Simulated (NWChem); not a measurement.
System: BN₂H₄F; SMILES NB(N)F

NWChem input:

```
start job
memory heap 200 mb stack 900 mb global 1100 mb
geometry units angstroms noautoz
  B      0.000000     0.000000    -0.018340
  F      0.000000     0.000000    -1.368566
  N     -1.251104     0.000000     0.636870
  H     -2.113577     0.000000     0.112548
  H     -1.371504     0.000000     1.637830
  N      1.251104     0.000000     0.636870
  H      1.371504     0.000000     1.637830
  H      2.113577     0.000000     0.112548
end
basis spherical
  B library def2-svpd
  F library def2-svpd
  N library def2-svpd
  H library def2-svpd
end
dft
  xc xwpbe 0.80 cpbe96 1.0 hfexch 1.00
  cam 0.2 cam_alpha 0.2 cam_beta 0.8
  iterations 150
  vectors input atomic output neutral.movecs
end
task dft energy
charge 1
dft
  odft
  mult 2
  vectors input atomic output cation.movecs
end
task dft energy
charge -1
dft
  odft
  mult 2
  vectors input atomic output anion.movecs
end
task dft energy
```

NWChem printed, in part:

```
             Northwest Computational Chemistry Package (NWChem) 7.3.0
             --------------------------------------------------------

 C2V symmetry detected

                             Geometry "geometry" -> ""
                             -------------------------

 Output coordinates in angstroms (scale by  1.889725989 to convert to a.u.)

  No.       Tag          Charge          X              Y              Z
 ---- ---------------- ---------- -------------- -------------- --------------
    1 B                    5.0000     0.00000000     0.00000000    -0.01859444
    2 F                    9.0000     0.00000000     0.00000000    -1.36882044
    3 N                    7.0000    -1.25110400     0.00000000     0.63661556
    4 H                    1.0000    -2.11357700     0.00000000     0.11229356
    5 H                    1.0000    -1.37150400     0.00000000     1.63757556
    6 N                    7.0000     1.25110400     0.00000000     0.63661556
    7 H                    1.0000     1.37150400     0.00000000     1.63757556
    8 H                    1.0000     2.11357700     0.00000000     0.11229356

 Effective nuclear repulsion energy (a.u.)     114.6925562700

      Symmetry information
      --------------------

 Group name             C2v
 Group number             16
 Group order               4
 No. of unique centers     5

  pbe96 is a nonlocal functional; adding pw91lda local functional.

                                 NWChem DFT Module
                                 -----------------

 Summary of "ao basis" -> "ao basis" (spherical)
 ------------------------------------------------------------------------------
       Tag                 Description            Shells   Functions and Types
 ---------------- ------------------------------  ------  ---------------------
 B                         def2-svpd                 8       20   4s2p2d
 F                         def2-svpd                 9       23   4s3p2d
 N                         def2-svpd                 8       20   4s2p2d
 H                         def2-svpd                 4        8   2s2p

      Symmetry analysis of basis
      --------------------------

        a1         47
        a2         14
        b1         35
        b2         19

            General Information
            -------------------
          SCF calculation type: DFT
          Wavefunction type:  closed shell.
          No. of atoms     :     8
          No. of electrons :    32
           Alpha electrons :    16
            Beta electrons :    16
          Charge           :     0
          Spin multiplicity:     1
          Use of symmetry is: on ; symmetry adaption is: on
          Maximum number of iterations: 150
          AO basis - number of functions:   115
                     number of shells:    49
          Convergence on energy requested:  1.00D-06
          Convergence on density requested:  1.00D-05
          Convergence on gradient requested:  5.00D-04

              XC Information
              --------------
                     Hartree-Fock (Exact) Exchange  1.000
                     LC-wPBE(h)Exchange Functional  0.800
            Perdew 1991 LDA Correlation Functional  1.000 local
           PerdewBurkeErnz. Correlation Functional  1.000 non-local

           Range-Separation Parameters
           ---------------------------
           Alpha           :  0.20
           Beta            :  0.80
           Gamma           :  0.20
           Short-Range HF  :     F

             Grid Information
             ----------------
          Grid used for XC integration:  medium
          Radial quadrature: Mura-Knowles
          Angular quadrature: Lebedev.
          Tag              B.-S. Rad. Rad. Pts. Rad. Cut. Ang. Pts.
          ---              ---------- --------- --------- ---------
          B                   0.85       49           8.0       434
          F                   0.50       49          10.0       434
          N                   0.65       49          10.0       434
          H                   0.35       45          11.0       434
          Grid pruning is: on
          Number of quadrature shells:   237
          Spatial weights used:  Erf1

      Superposition of Atomic Density Guess
      -------------------------------------

 Sum of atomic energies:        -234.28755926

      Non-variational initial energy
      ------------------------------

 Total energy =    -236.138205
 1-e energy   =    -547.410720
 2-e energy   =     196.579958
 HOMO         =      -0.342537
 LUMO         =       0.029523

      Symmetry analysis of molecular orbitals - initial
      -------------------------------------------------

  Numbering of irreducible representations:

     1 a1          2 a2          3 b1          4 b2

  Orbital symmetries:

     1 a1          2 a1          3 b1          4 a1          5 a1
     6 a1          7 b1          8 a1          9 b1         10 a1
    11 b2         12 a1         13 b1         14 b1         15 b2
    16 a2         17 a1         18 b1         19 a1         20 a1
    21 b2         22 b1         23 a1         24 b2         25 a1
    26 b2

   convergence    iter        energy       DeltaE   RMS-Dens  Diis-err
 ---------------- ----- ----------------- --------- --------- ---------
 d= 0,ls=0.0,diis     1   -236.3023743215 -3.51D+02  1.26D-02  6.64D-01
 d= 0,ls=0.0,diis     2   -236.3400614400 -3.77D-02  3.82D-03  4.44D-01
 d= 0,ls=0.0,diis     3   -236.3756134554 -3.56D-02  7.25D-04  1.16D-02
 d= 0,ls=0.0,diis     4   -236.3765461635 -9.33D-04  2.15D-04  1.63D-03
 d= 0,ls=0.0,diis     5   -236.3766901854 -1.44D-04  8.13D-05  9.99D-05
  Resetting Diis
 d= 0,ls=0.0,diis     6   -236.3767013154 -1.11D-05  2.77D-05  9.49D-07
 d= 0,ls=0.0,diis     7   -236.3767015553 -2.40D-07  3.47D-06  1.75D-08

         Total DFT energy =     -236.376701555299
      One electron energy =     -551.501803345416
           Coulomb energy =      230.106128050394
    Exchange-Corr. energy =      -29.673582530251
 Nuclear repulsion energy =      114.692556269974

 Numeric. integr. density =       32.000005009203

                  Occupations of the irreducible representations
                  ----------------------------------------------

                     irrep           alpha         beta
                     --------     --------     --------
                     a1                8.0          8.0
                     a2                1.0          1.0
                     b1                5.0          5.0
                     b2                2.0          2.0

                       DFT Final Molecular Orbital Analysis
                       ------------------------------------

 Vector   14  Occ=2.000000D+00  E=-4.651647D-01  Symmetry=b1
              MO Center=  9.8D-16, -2.3D-16, -7.5D-01, r^2= 1.8D+00
   Bfn.  Coefficient  Atom+Function         Bfn.  Coefficient  Atom+Function
  ----- ------------  ---------------      ----- ------------  ---------------
    25      0.568356  2 F  px                28     -0.380691  2 F  px
     5     -0.191020  1 B  px                48      0.178491  3 N  px
    84      0.178491  6 N  px                31     -0.124721  2 F  px
    50     -0.121898  3 N  pz                86      0.121898  6 N  pz
    72      0.095982  5 H  s                100     -0.095982  7 H  s

 Vector   15  Occ=2.000000D+00  E=-3.926117D-01  Symmetry=b2
              MO Center=  6.8D-15,  6.4D-16,  3.4D-01, r^2= 2.5D+00
   Bfn.  Coefficient  Atom+Function         Bfn.  Coefficient  Atom+Function
  ----- ------------  ---------------      ----- ------------  ---------------
    49      0.356157  3 N  py                85      0.356157  6 N  py
    26     -0.261927  2 F  py                52     -0.241335  3 N  py
    88     -0.241335  6 N  py                 6      0.210230  1 B  py
    29      0.184386  2 F  py                 9     -0.083707  1 B  py
    17     -0.050439  1 B  d -1              12     -0.033782  1 B  d -1

 Vector   16  Occ=2.000000D+00  E=-3.358223D-01  Symmetry=a2
              MO Center= -6.9D-15,  7.7D-16,  6.3D-01, r^2= 2.5D+00
   Bfn.  Coefficient  Atom+Function         Bfn.  Coefficient  Atom+Function
  ----- ------------  ---------------      ----- ------------  ---------------
    49      0.426080  3 N  py                85     -0.426080  6 N  py
    52     -0.307349  3 N  py                88      0.307349  6 N  py
    16      0.057470  1 B  d -2              11      0.049025  1 B  d -2
    78     -0.034639  5 H  py               106      0.034639  7 H  py
    70     -0.025876  4 H  py               114      0.025876  8 H  py

 Vector   17  Occ=0.000000D+00  E= 5.761998D-02  Symmetry=a1
              MO Center= -1.0D-15,  1.1D-16,  5.4D-01, r^2= 1.1D+01
   Bfn.  Coefficient  Atom+Function         Bfn.  Coefficient  Atom+Function
  ----- ------------  ---------------      ----- ------------  ---------------
     4      3.119753  1 B  s                 47     -1.137641  3 N  s
    83     -1.137641  6 N  s                 24     -1.077829  2 F  s
     3      0.786345  1 B  s                 73     -0.538994  5 H  s
   101     -0.538994  7 H  s                 20      0.488909  1 B  d  2
    18      0.352177  1 B  d  0              10      0.339215  1 B  pz

 Vector   18  Occ=0.000000D+00  E= 1.112669D-01  Symmetry=b1
              MO Center= -9.1D-13, -2.7D-15,  6.4D-01, r^2= 1.1D+01
   Bfn.  Coefficient  Atom+Function         Bfn.  Coefficient  Atom+Function
  ----- ------------  ---------------      ----- ------------  ---------------
    47      9.090525  3 N  s                 83     -9.090525  6 N  s
    65     -3.066952  4 H  s                109      3.066952  8 H  s
     8      2.810634  1 B  px                73     -2.774795  5 H  s
   101      2.774795  7 H  s                 69     -0.986546  4 H  px
   113     -0.986546  8 H  px                19     -0.972212  1 B  d  1

 Vector   19  Occ=0.000000D+00  E= 1.223696D-01  Symmetry=a1
              MO Center= -2.8D-12, -3.5D-17,  7.2D-01, r^2= 1.0D+01
   Bfn.  Coefficient  Atom+Function         Bfn.  Coefficient  Atom+Function
  ----- ------------  ---------------      ----- ------------  ---------------
    47      7.848611  3 N  s                 83      7.848611  6 N  s
     3     -6.247985  1 B  s                 73     -3.263355  5 H  s
   101     -3.263355  7 H  s                  4     -2.018296  1 B  s
    79      1.301851  5 H  pz               107      1.301851  7 H  pz
    18      1.171013  1 B  d  0              20     -1.116486  1 B  d  2

     Multipole analysis of the density
     ---------------------------------

     L   x y z        total         alpha         beta         nuclear
     -   - - -        -----         -----         ----         -------
     0   0 0 0     -0.000000    -16.000000    -16.000000     32.000000

     1   1 0 0      0.000000      0.000000      0.000000     -0.000000
     1   0 1 0     -0.000000     -0.000000     -0.000000      0.000000
     1   0 0 1      0.935550      0.467775      0.467775      0.000000

     2   2 0 0    -12.834366    -68.214663    -68.214663    123.594961
     2   1 1 0     -0.000000     -0.000000     -0.000000      0.000000
     2   1 0 1      0.000000      0.000000      0.000000      0.000000
     2   0 2 0    -19.189729     -9.594864     -9.594864      0.000000
     2   0 1 1     -0.000000     -0.000000     -0.000000      0.000000
     2   0 0 2    -16.446979    -58.088388    -58.088388     99.729797

                                 NWChem DFT Module
                                 -----------------

      Symmetry analysis of basis
      --------------------------

        a1         47
        a2         14
        b1         35
        b2         19

            General Information
            -------------------
          SCF calculation type: DFT
          Wavefunction type:  spin polarized.
          No. of atoms     :     8
          No. of electrons :    31
           Alpha electrons :    16
            Beta electrons :    15
          Charge           :     1
          Spin multiplicity:     2
          Use of symmetry is: on ; symmetry adaption is: on
          Maximum number of iterations: 150
          This is a Direct SCF calculation.
          AO basis - number of functions:   115
                     number of shells:    49
          Convergence on energy requested:  1.00D-06
          Convergence on density requested:  1.00D-05
          Convergence on gradient requested:  5.00D-04

              XC Information
              --------------
                     Hartree-Fock (Exact) Exchange  1.000
                     LC-wPBE(h)Exchange Functional  0.800
            Perdew 1991 LDA Correlation Functional  1.000 local
           PerdewBurkeErnz. Correlation Functional  1.000 non-local

           Range-Separation Parameters
           ---------------------------
           Alpha           :  0.20
           Beta            :  0.80
           Gamma           :  0.20
           Short-Range HF  :     F

             Grid Information
             ----------------
          Grid used for XC integration:  medium
          Radial quadrature: Mura-Knowles
          Angular quadrature: Lebedev.
          Tag              B.-S. Rad. Rad. Pts. Rad. Cut. Ang. Pts.
          ---              ---------- --------- --------- ---------
          B                   0.85       49           8.0       434
          F                   0.50       49          10.0       434
          N                   0.65       49          10.0       434
          H                   0.35       45          11.0       434
          Grid pruning is: on
          Number of quadrature shells:   237
          Spatial weights used:  Erf1

      Superposition of Atomic Density Guess
      -------------------------------------

 Sum of atomic energies:        -234.28755926

 Renormalizing density from      32.00 to     31

      Non-variational initial energy
      ------------------------------

 Total energy =    -231.125895
 1-e energy   =    -530.304135
 2-e energy   =     184.485683
 HOMO         =      -0.678753
 LUMO         =      -0.194793

   Symmetry analysis of molecular orbitals - initial alpha
   -------------------------------------------------------

  Numbering of irreducible representations:

     1 a1          2 a2          3 b1          4 b2

  Orbital symmetries:

     1 a1          2 a1          3 b1          4 a1          5 a1
     6 a1          7 b1          8 a1          9 b1         10 b2
    11 a1         12 a1         13 b1         14 b1         15 b2
    16 a2         17 b2         18 a1         19 b1         20 a1
    21 a1         22 b1         23 a1         24 a1         25 b2
    26 b2

   Symmetry analysis of molecular orbitals - initial beta
   ------------------------------------------------------

  Numbering of irreducible representations:

     1 a1          2 a2          3 b1          4 b2

  Orbital symmetries:

     1 a1          2 a1          3 b1          4 a1          5 a1
     6 a1          7 b1          8 a1          9 b1         10 b2
    11 a1         12 a1         13 b1         14 b1         15 b2
    16 a2         17 b2         18 a1         19 b1         20 a1
    21 a1         22 b1         23 a1         24 a1         25 b2
    26 b2

[...]
```

Level: LRC-wPBEh/def2-SVPD, vertical spin-unrestricted ions. Structure relaxed at the PBE0/def2-SVP level.
